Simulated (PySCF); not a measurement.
# Trend along the halogens: MSb cations

PBE0 with triple-zeta basis sets in PySCF, for the lowest determinant that a PBE0 search found; no spin–orbit coupling. De refers to high-spin ground-configuration atoms (the charge goes to the atom of lower measured ionisation energy or higher electron affinity, which is not always the lowest computed limit). A positive dipole points towards Sb; it is taken about the centre of mass and depends on that origin.

| M | basis | charged atom | state (unpaired electrons) | Re (Å) | ωe (cm⁻¹) | De (eV) | μ (D) |
| --- | --- | --- | --- | --- | --- | --- | --- |
| F | cc-pVTZ-PP/cc-pVTZ | Sb+ | doublet (π ↑) | 1.860 | 723 | 4.25 | 2.77 |
| Cl | cc-pVTZ-PP/cc-pV(T+d)Z | Sb+ | doublet (π ↑) | 2.240 | 455 | 3.65 | 1.62 |
| Br | def2-TZVPPD | Sb+ | doublet (π ↑) | 2.378 | 317 | 3.43 | 2.59 |

The shortest bond is that of SbF⁺ (1.860 Å), the longest that of SbBr⁺ (2.378 Å).

The rows differ in basis set, which adds steps of its own.

Down a group the atoms grow and get heavier, so bonds lengthen and wavenumbers fall; this series shows no clear exception.

These are scalar-relativistic numbers at best; spin–orbit coupling would shift them, the dissociation energy most. For an ion De counts to the pair picked by the measured ionisation energies or electron affinities, which need not be the lowest pair at this level. States were picked by a PBE0 search and need not be the measured ground states.
